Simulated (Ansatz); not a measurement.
ClGeH₄N, SMILES `[NH2][GeH2][Cl]`, relaxed with RKS PBE0-D4/def2-TZVP in Ansatz 0.2.0 from a PBE-D4/def2-SVP geometry. The force threshold is 0.005 eV/Å; the program also tests the step.

Total charge 0; spin multiplicity 1.

Start:

```xyz
7

N    -0.590    0.685    0.807
Ge    0.437   -0.499   -0.150
Cl    0.219   -0.295   -2.334
H    -1.599    0.573    0.658
H    -0.351    1.670    0.639
H    -0.034   -1.927    0.206
H     1.919   -0.206    0.174
```

By how much does the energy fall, and how many steps does the optimiser take? (Estimate.)

The calculation gave: 0.03 eV, in 6 steps.

Which bonds change most? (Estimate.)

The calculation gave: Ge2–Cl3 from 2.205 to 2.176 Å; N1–Ge2 from 1.836 to 1.818 Å; N1–H5 from 1.027 to 1.010 Å; N1–H4 from 1.027 to 1.010 Å.

Give the relaxed structure. (Best estimate.)

Ansatz gave: 
```xyz
7

N    -0.591    0.687    0.781
Ge    0.435   -0.497   -0.141
Cl    0.222   -0.296   -2.297
H    -1.588    0.571    0.662
H    -0.353    1.658    0.641
H    -0.031   -1.915    0.194
H     1.907   -0.209    0.161
```
